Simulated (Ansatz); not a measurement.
Ligand exchange: C4H10Cd + Si(CH3)2(NH2)2 → C3H9CdN + Si(CH3)3(NH2)

Species: C4H10Cd `[CH3][Cd][CH](C)C`, singlet; Si(CH3)2(NH2)2, singlet; C3H9CdN `C[CH](C)[Cd][NH2]`, singlet; Si(CH3)3(NH2), singlet. The partners trade CH3 for NH2: Cd–CH3 and Si–NH2 bonds give way to Cd–NH2 and Si–CH3.

Shapes, held fixed at every level: PBE0-D4/def2-TZVP. Flexible molecules stand in one conformer, not always the lowest. Programs: Ansatz 0.2.0. Electronic energies: no zero-point or thermal term.

```
              level                   kind  ΔE (kJ/mol)  less CCSD(T)/def2-TZVPP
        HF/def2-SVP           Hartree–Fock        +50.9                     +3.0
      HF/def2-TZVPP           Hartree–Fock        +53.8                     +5.9
  PBE-D4/def2-TZVPP                    GGA        +40.9                     -7.0
BHLYP-D4/def2-TZVPP          global hybrid        +51.3                     +3.4
 PBE0-D4/def2-TZVPP          global hybrid        +46.0                     -1.9
       MP2/def2-SVP    perturbation theory        +41.2                     -6.7
      CCSD/def2-SVP  coupled cluster or CI        +40.8                     -7.1
 CCSD(T)/def2-TZVPP  coupled cluster or CI        +47.9                      0.0
```

The highest level, CCSD(T)/def2-TZVPP, gives ΔE = +47.9 kJ/mol; the levels span +40.8 to +53.8. The column of differences is taken from that level and isn't an error. No measured value is set beside it here. For atoms past krypton def2 sets carry core potentials with scalar relativity. Outer-core shells of Cd are correlated in most correlated rows, in sets that cover them unevenly.
